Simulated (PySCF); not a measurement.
NMR data sheet: C3H9F3Si2

```
Formula                               : C3H9F3Si2
SMILES                                : CC([SiH3])([SiH3])C(F)(F)F
Point group of the computed structure : Cs
Degrees of unsaturation               : 0
Carbon signals                        : 3
Proton signals                        : 2
```

Numbering as in the mapped SMILES `[CH3:1][C:2]([SiH3:3])([SiH3:4])[C:5]([F:6])([F:7])[F:8]`; H(Xn) means a hydrogen on atom n.

Isolated molecule, non-relativistic Hamiltonian, one conformer, rapidly exchanging positions averaged. Shieldings: GIAO PBE0/pcSseg-1; coordinates at the GFN2-xTB level; PySCF.

Chemical shifts δ = σref − σ; ¹H (31.72 ppm) and ¹³C (186.93 ppm) and ²⁹Si (349.16 ppm) vs TMS; ¹⁹F (170.95 ppm) against CFCl3, all at this level.

```tsv
carbon	δC, type	δH (multiplicity)	HMBC from (2–3 bonds)	span of the C tensor (ppm)
C1	16.6, CH3	1.50 (s)	H(Si3)/H(Si4)	29
C2	19.7, C	–	H(Si3)/H(Si4), H(C1)	37
C5	140.0, C	–	H(Si3)/H(Si4), H(C1)	29
```

Other nuclei:
```json
{"atoms": "H(Si3)/H(Si4)", "nucleus": "¹H", "environment": "hydrogen on a silicon bonded to C", "δ (ppm)": "4.04", "σ (ppm)": "27.68"}
{"atoms": "F6/F7/F8", "nucleus": "¹⁹F", "environment": "fluorine of a CF3 group", "δ (ppm)": "-78.1", "σ (ppm)": "249.1"}
{"atoms": "Si3/Si4", "nucleus": "²⁹Si", "environment": "silicon bonded to C, 3 H", "δ (ppm)": "-59.5", "σ (ppm)": "408.6"}
```

Carbon types of the structure: 2 × C, 1 × CH3, leaving 6 H on heteroatoms. δC 140.0: CF3 carbon; 3 electronegative neighbours deshield it. δC 19.7: fully substituted sp3 carbon bonded to 2 Si. δC 16.6: methyl carbon; a saturated carbon with 1 carbon neighbour and no heteroatom attached. δH 4.04: hydrogen on a silicon bonded to C. δH 1.50: hydrogen on a methyl carbon.

Splittings by ¹⁹F in the carbon and heteronuclear signals aren't shown, as no couplings were computed. Shifts are as computed. Against solution values, carbons near 30 ppm lie about +3 ppm off and those near 130 ppm about +5 ppm. Of 1211 compounds with measured shifts, 218 miss one by over three times the rms of a fit or turn the order of signals round; such compounds aren't used in these exercises. Unscaled 19F shifts against computed CFCl3 carry errors that often reach 10 to 50 ppm. Multiplicities follow the n + 1 count of equivalent neighbours, as no J values were calculated; m marks all less simple cases, F and P coupling included.
